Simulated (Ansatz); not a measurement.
Several settings on one geometry of (H2B-mu-SH)2 (B2H6S2) (that of the charge 0 singlet, PBE-D4/def2-SVP). Ansatz on 4 threads of Arm Neoverse V2 on a shared host; times are rough.

```
atom   x (Å)   y (Å)   z (Å)
  B1   1.244   0.088   0.392
  H2   1.403   0.329   1.574
  H3   2.236  -0.045  -0.299
  S4  -0.012   1.463  -0.277
  B5  -1.291   0.032   0.204
  H6  -2.163  -0.142  -0.625
  H7  -1.633   0.262   1.349
  S8   0.009  -1.455   0.315
  H9   0.093   1.204  -1.614
 H10   0.114  -1.737  -1.018
```

Totals from different functionals, basis sets or treatments of relativity can't be compared as stabilities.

Correlated methods freeze 12 core orbitals.

The spins typed aren't always the lowest for that charge.

(1) Give the basis size and estimate the energy, ⟨S²⟩ and time of these runs.

```csv
run,method,charge,state,further keys
1,RHF/def2-mTZVPP,0,singlet,forces asked
2,"RHF, ccsd/aug-cc-pVDZ",0,singlet,electrons: outside_noble_gas; scf: {omitted_lower_state_checks: [starts]}
3,UKS LDA (SPW92)/def2-mTZVPP,1,doublet,pseudopotentials: {relativity: none}; scf: {omitted_lower_state_checks: [starts]}; forces asked
```

Answers

(1) 
```tsv
run	functions	energy (Eh)	⟨S²⟩	wall time
1	122	-847.9663	–	0.8 s
2	154	-848.5154	–	7 s
3	122	-846.0321	0.75	1.4 s
```
